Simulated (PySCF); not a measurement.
**Polarisability and C₆ of Cs⁺ (caesium, charge +1)**

[Xe], closed-shell 1S. Calculation: PySCF 2.14, in x2c-TZVPPall with one added diffuse shell each of s, p, d type (12s8p7d2f1g, 94 functions); the spin-free X2C one-electron Hamiltonian (Gaussian nucleus). Coupled (time-dependent) response in atomic units; α is the mean over directions.

```csv
method,mean α (bohr³),C₆ (like pair),S(−4)
UHF,15.33,130.1,33.01
PBE,15.93,135.9,37.44
PBE0,15.61,132.7,35.12
M06-2X,15.16,125.4,34.12
B3LYP,15.75,133.8,36.40
```

S(−4) is the Cauchy moment in α(ω) = α(0) + S(−4) ω² + …

α(iu) at PBE0:

```csv
u (hartree),α(iu) (bohr³)
0,15.61
0.0500,15.52
0.100,15.27
0.200,14.34
0.300,13.05
0.500,10.27
0.750,7.421
1.00,5.466
1.50,3.261
2.00,2.170
3.00,1.181
5.00,0.5195
```

A single London oscillator, α(iu) = α/(1 + u²/ω²), gives C₆ = (3/4) ω α². Matching the computed C₆ needs ω = 4 × 132.7 / (3 × 15.61²) = 0.726 hartree.

For an ion, C₆ is the dispersion term alone; charge-induced terms of lower order in 1/R come first.

Spin-orbit coupling, which splits the p, d and f shells strongly at this Z, is absent.
